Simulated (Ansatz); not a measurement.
`CBN[SiH2]C` + `BC(O)[SiH3]` → `BC([SiH3])OC` + `CBN[SiH3]`  (substitution at a C–Si bond)

Program: Ansatz. Geometries: PBE0-D4/def2-TZVP. ΔE: electronic, gas phase. CCSD(T)/CBS adds triple-zeta CCSD(T) − MP2 to the extrapolated MP2 energy (def2 sets, frozen cores). Functionals use def2-TZVPP. B3LYP here is the variant with VWN-RPA as its local correlation; programs differ in this. One conformer a species, not always the lowest.

| level | ΔE (kJ/mol) | difference from CCSD(T)/CBS |
| --- | --- | --- |
| r2SCAN-D4 | 88.4 | -2.3 |
| PBE | 84.8 | -5.9 |
| r2SCAN | 88.3 | -2.4 |
| PBE0 | 88.0 | -2.7 |
| B3LYP | 84.0 | -6.7 |
| HF/def2-TZVPP | 82.8 | -7.9 |
| CCSD(T)/def2-TZVPP | 86.8 | -3.9 |
| HF/def2-QZVPP | 82.9 | -7.8 |
| HF/CBS(def2) | 82.9 | -7.8 |
| CCSD/CBS(def2) | 91.6 | 0.9 |
| CCSD(T)/CBS | 90.7 | 0 |

Largest T1 diagnostic among the species: 0.013.

From PBE to PBE0 (25 % exact exchange), in def2-TZVPP and without D4, ΔE moves by +3.2 kJ/mol. In def2-TZVPP, CCSD(T) changes the Hartree–Fock value by +4.0 kJ/mol (the triples alone add −0.9 kJ/mol) and MP2 by +9.4 kJ/mol.
